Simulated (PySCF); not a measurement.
## Telling isomers of C₂H₁₂OP₂Si₂ apart by NMR

Method: GFN2-xTB structure, GIAO PBE0/pcSseg-1 shieldings, in PySCF (single conformer, rapidly exchanging positions averaged, relativity neglected, no solvent).

δ = σ(ref) − σ, references computed at the same level: ¹H (31.72 ppm), ¹³C (186.93 ppm) against TMS. Splittings of carbon signals by F and P are missing where no couplings were computed. Where no couplings were computed, multiplicities follow the n + 1 count of equivalent neighbours, and m marks all less simple cases (inequivalent or close neighbours, rings, F or P nearby). Shifts are as computed. Against solution values, carbons near 30 ppm lie about +3 ppm off and those near 130 ppm about +5 ppm. Of 1211 compounds with measured shifts, 218 miss one by over three times the rms of a fit or turn the order of signals round; such compounds aren't used in these exercises.

(1) Tabulate the signals of `C[SiH](C)O[SiH](P)P`, `C[SiH2]CO[SiH](P)P`, `CC[Si](P)(P)O[SiH3]`, `[SiH3]COC[SiH](P)P` and their relative energies.

(2) What is the quickest way to tell C[SiH](C)O[SiH](P)P from CC[Si](P)(P)O[SiH3]?

(3) What is the quickest way to tell C[SiH](C)O[SiH](P)P from C[SiH2]CO[SiH](P)P?

(4) What is the quickest way to tell C[SiH2]CO[SiH](P)P from CC[Si](P)(P)O[SiH3]?

## Answers

(1) 
```tsv
SMILES	carbon types	δC	δH	E rel. (kcal/mol)
C[SiH](C)O[SiH](P)P	2×CH3	2.3	6.19 (m, 1H), 5.29 (sept, 1H), 1.40 (m, 4H), 0.22 (d, 6H)	0.0
C[SiH2]CO[SiH](P)P	1×CH2 1×CH3	58.1, -9.1	6.61 (m, 1H), 4.18 (m, 2H), 3.61 (t, 2H), 1.13 (m, 4H), 0.31 (t, 3H)	50.5
CC[Si](P)(P)O[SiH3]	1×CH2 1×CH3	18.6, 10.6	5.10 (s, 3H), 1.27 (t, 3H), 1.20 (m, 4H), 0.80 (m, 2H)	13.8
[SiH3]COC[SiH](P)P	2×CH2	66.1, 65.6	5.57 (m, 1H), 4.00 (t, 3H), 3.46 (q, 2H), 3.19 (m, 2H), 1.12 (m, 4H)	90.4
```

Energies are electronic energies at PBE0/pcSseg-1 on these geometries, without zero-point or thermal terms, each for the one conformer computed, which needn't be the lowest.

(2) Count the carbon signals: 1 against 2. The first has a methyl carbon bonded to Si (CH3) at 2.3 ppm, the second an sp3 CH2 bonded to Si at 18.6 ppm. In the proton spectra the most deshielded non-exchanging signals are 6.19 (m, 1H) and 5.10 (s, 3H).

(3) Count the carbon signals: 1 against 2. The first has a methyl carbon bonded to Si (CH3) at 2.3 ppm, the second an sp3 CH2 bonded to O and Si at 58.1 ppm. In the proton spectra the most deshielded non-exchanging signals are 6.19 (m, 1H) and 6.61 (m, 1H).

(4) Both give the same number of carbon signals, with the same numbers of each carbon type, so the positions decide. The first has an sp3 CH2 bonded to O and Si at 58.1 ppm, the second an sp3 CH2 bonded to Si at 18.6 ppm. In the proton spectra the most deshielded non-exchanging signals are 6.61 (m, 1H) and 5.10 (s, 3H).
